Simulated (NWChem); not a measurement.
Species: C2H3Br; SMILES C(Br)=C

All runs: NWChem. All runs use the structure optimised with B3LYP/6-31G* (spherical d). B3LYP is NWChem's, with the RPA form of VWN correlation. Ions are spin-unrestricted doublets at the neutral geometry; other ion states weren't tried.

```json
[
 {"level": "B3LYP/aug-cc-pVDZ", "vertical ionisation energy, ΔSCF (eV)": "9.74", "−ε(HOMO) (eV)": "7.26", "ΔSCF minus −ε(HOMO) (eV)": "2.48"},
 {"level": "PBE0/aug-cc-pVDZ", "vertical ionisation energy, ΔSCF (eV)": "9.75", "−ε(HOMO) (eV)": "7.49", "ΔSCF minus −ε(HOMO) (eV)": "2.26"},
 {"level": "Hartree-Fock/aug-cc-pVDZ", "vertical ionisation energy, ΔSCF (eV)": "(withheld)", "−ε(HOMO) (eV)": "(withheld)", "ΔSCF minus −ε(HOMO) (eV)": "(withheld)"},
 {"level": "M06-2X/aug-cc-pVDZ", "vertical ionisation energy, ΔSCF (eV)": "9.97", "−ε(HOMO) (eV)": "8.63", "ΔSCF minus −ε(HOMO) (eV)": "1.34"}
]
```

Task: What belongs in the gaps?

Result: 
- Hartree-Fock/aug-cc-pVDZ, vertical ionisation energy, ΔSCF (eV): 8.96
- Hartree-Fock/aug-cc-pVDZ, −ε(HOMO) (eV): 9.98
- Hartree-Fock/aug-cc-pVDZ, ΔSCF minus −ε(HOMO) (eV): -1.02
